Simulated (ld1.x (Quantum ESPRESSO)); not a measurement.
# Configuration tests for Ga (PAW)

- Element: Ga (Z = 31)
- Generator: ld1.x (Quantum ESPRESSO) 7.5
- Type: PAW
- Functional: PBE
- Relativity: scalar-relativistic
- Frozen core: [Ar] 3d10
- Valence charge: 3
- Reference configuration: 4s2 4p0.5 (charge +0.5)
- Partial waves: 4s (bound): rcut 1.65, rcutus 2.00 bohr; 4s channel at 0.75 Ry: rcut 1.65, rcutus 2.00 bohr; 4p (bound): rcut 1.65, rcutus 2.30 bohr; 4p channel at -0.05 Ry: rcut 1.65, rcutus 2.30 bohr; 4d channel at 6.96 Ry: rcut 1.55, rcutus 1.70 bohr
- Local potential: all-electron potential smoothed inside 2.25 bohr (lloc = -1)
- Core correction: Bessel-smoothed model core inside 0.95 bohr
- Augmentation charge: PSQ, inside the norm-conserving radii

Energies are relative to the spin-unpolarised reference configuration 4s2 4p0.5; without spin polarisation the order of configurations can differ from experiment.

```json
{"valence configuration": "4s1 4p0", "charge": "+2", "ΔE all-electron (eV)": "24.786", "error AE − PS (meV)": "-169"}
{"valence configuration": "4s0 4p3", "charge": "0", "ΔE all-electron (eV)": "11.341", "error AE − PS (meV)": "-57"}
{"valence configuration": "4s2 4p1.3", "charge": "-0.3", "ΔE all-electron (eV)": "-2.564", "error AE − PS (meV)": "-2.6"}
{"valence configuration": "4s1 4p1", "charge": "+1", "ΔE all-electron (eV)": "11.030", "error AE − PS (meV)": "-40"}
{"valence configuration": "4s1 4p2", "charge": "0", "ΔE all-electron (eV)": "4.507", "error AE − PS (meV)": "-11"}
```

Question: What are ΔE and the potential's error for 4s2 4p1?

Answer: ΔE = -2.030 eV all-electron; the error (AE − PS) is -1.5 meV.

Question: What are ΔE and the potential's error for 4s2 4p0?

Answer: ΔE = 3.658 eV all-electron; the error (AE − PS) is -5.2 meV.

Levels in the configuration 4s0 4p3:

```tsv
level	all-electron (eV)	pseudo (eV)
4p	-4.019	-4.040
```
